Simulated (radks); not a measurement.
The numbers below are computed, except where a source is named.
Task: Numerical settings for the iridium ion Ir2+, [Xe] 4f14 5d7. Level of theory: scalar-relativistic Kohn-Sham, PBE, spin-polarised, spherical densities, finite nucleus; open shells are filled with parallel spins first (spin-orbit coupling, left out, can overturn this in heavy ions); Fermi nuclear charge, rms radius 5.4032 fm (a radial shooting solver on a logarithmic mesh with Libxc functionals). The defaults (mesh step 0.008 in ln r, mesh end at 40 bohr or more with all orbitals vanishing there, Anderson mixing 0.5 over 9 steps, residual threshold near 1e-9 with the energy settled to 1e-9 hartree or 1e-11 of itself, here a cap of 99 iterations) give E = -17823.155 hartree and 5d at -23.221 eV in 16 iterations. Run on one thread of a shared host, so times are rough (Arm Neoverse V1): 0.3 s of CPU time, 0.3 s wall, 16 iterations on 2254 mesh points. One setting is changed at a time: mesh step in ln r 0.05; mesh step in ln r 0.003; mesh step in ln r 0.03; mesh end (bohr) 20; mesh end (bohr) 12; residual threshold 1e-13; residual threshold 1e-05; mixing 2.5; linear mixing, mixing 0.5; linear mixing, mixing 0.05; mixing history 3; iteration cap 5. Which runs fail to converge, and which converge to a wrong energy?

Result: Not converged within the cap: linear mixing, mixing 0.05; iteration cap 5. No run marked as converged misses the energy by more than 1 mhartree.
